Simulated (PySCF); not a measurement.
**Fine-structure interval of As²⁺ by level of theory**

As²⁺ [Ar] 3d10 4s2 4p1 [4p1/2^1, M_J = 1/2] → As²⁺ [Ar] 3d10 4s2 4p1 [4p3/2^1, M_J = 3/2], as a difference of total energies. All numbers are calculated (PySCF 2.14, the two-component X2C-1e Hamiltonian, in x2c-SVPall-2c). Correlated levels: [Ne] frozen. "Screened" scales the spin-orbit matrix elements by Boettger's factors to mimic the two-electron term; Breit and QED terms are absent.

| method | fine-structure interval (cm⁻¹) |
| --- | --- |
| GHF (screened spin-orbit) | 3896.1 |
| GMP2 (screened spin-orbit) | 3049.7 |
| GHF (bare spin-orbit) | 4079.6 |

GHF and GMP2 differ strongly here because the two determinants are spin-polarised to different degrees; the interval is a small difference of such terms.
